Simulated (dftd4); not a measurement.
C$_{3}$H$_{9}$Ge (SMILES C[CH][CH2][GeH3]), doublet, geometry from GFN2-xTB; D4 for b3lyp run with dftd4 4.2.0.

Here is a job for dftd4.
```
$ dftd4 mol.xyz --func b3lyp --charge 0 --json dftd4.json --noedisp

# file mol.xyz
13

C      2.34158793     1.08833734    -0.23254345
C      1.81308624    -0.21245295     0.23514570
C      0.57128543    -0.28375438     0.99009097
Ge    -1.07453076    -0.17696050    -0.19641555
H      3.39174683     1.01031274    -0.50702840
H      2.22969830     1.85358314     0.53682327
H      1.79497394     1.44449263    -1.11790682
H      2.22200223    -1.11630520    -0.18495243
H      0.48513465    -1.22031642     1.54291825
H      0.47778719     0.54938448     1.69008991
H     -1.12861210    -1.30931318    -1.17636722
H     -1.06910268     1.07790469    -1.01600632
H     -2.37440174    -0.17978707     0.56156785
```

### Question
What does dftd4 print? Leave out banner, timings and long lists.

### Answer

```
                    ____  _____ _____     ____  _  _
      -------------|  _ \|  ___|_   _|---|  _ \| || |------------
     |             | | | | |_    | | ___ | | | | || |_           |
     |             | |_| |  _|   | ||___|| |_| |__   _|          |
     |             |____/|_|     |_|     |____/   |_|            |
     |             ===================================           |
     |            E. Caldeweyher, S. Ehlert & S. Grimme          |
     |          Mulliken Center for Theoretical Chemistry        |
     |                    University of Bonn                     |
      -----------------------------------------------------------

Rational (Becke-Johnson) damping: b3lyp-D4-ATM
---------------------
  s6         1.0000
  s8         2.0293
  s9         1.0000
  a1         0.4087
  a2         4.5381
 alp        16.0000
--------------------

Dispersion energy:      -1.4316407523291E-02 Eh

[Info] JSON dump of results written to 'dftd4.json'
```
